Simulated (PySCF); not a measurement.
Molecule: SMILES CCc1ccccc1C=C (C10H12), singlet. Atoms near the plane z = 1.5 Å, at the GFN2-xTB optimised geometry (x, y, z in Å): C2 (-1.2, -1.7, 0.0), C3 (-0.4, -0.5, 0.0), C4 (-1.1, 0.7, 0.0), C5 (-0.4, 1.9, 0.0), C6 (1.0, 1.9, 0.0), C7 (1.7, 0.7, 0.0), C8 (1.0, -0.5, 0.0), C9 (1.8, -1.8, -0.1), H13 (-0.7, -2.6, 0.6), H14 (-2.1, 0.7, 0.0), H15 (-0.9, 2.9, 0.0), H16 (1.5, 2.9, 0.0), H17 (2.8, 0.7, 0.0), H18 (2.8, -1.6, 0.2), H19 (1.4, -2.5, 0.7).

Computed with B3LYP/def2-SVP run with PySCF 2.14.0. The values are rescaled to run from 0 to 1.

```
|00000000000000000000000000000|
|00000000000000000000000000000|
|00000000000000000000000000000|
|00000000000000000000000000000|
|00000000000000000000000000000|
|00000000000000000000000000000|
|00000000000011111110000000000|
|00000000000122222211000000000|
|00000000000234333431000000000|
|00000000001234323432100000000|
|00000000012332111232100000000|
|00000000013321000133210000000|
|00000000013430000134310000000|
|00000000012321000133210000000|
|00000000001222111222100000000|
|00000000000133223321000000000|
|00000000000023222210000000000|
|00000000100001111000000000000|
|00000023321100000000001210000|
|00000023321110000122001210000|
|00000012112453001787200000000|
|00000000002787003999500000000|
|00000000003897002999610000000|
|00000000002785001899500000000|
|00000000000341000265100000000|
|00000000000000000000000000000|
|00000000000000000000000000000|
|00000000000000000000000000000|
|00000000000000000000000000000|
```
Scale: ten equal steps from 0.000 (start of '0') to 1.00 (end of '9'), in the order '0123456789'; x runs from -5.00 to 5.00, y from -5.00 (bottom) to 5.00 (top).

Question: Which quantity is mapped?
(A) Laplacian of the electron density
(B) log10 of the electron density
(C) electrostatic potential
(D) electron localisation function

Answer: D, electron localisation function
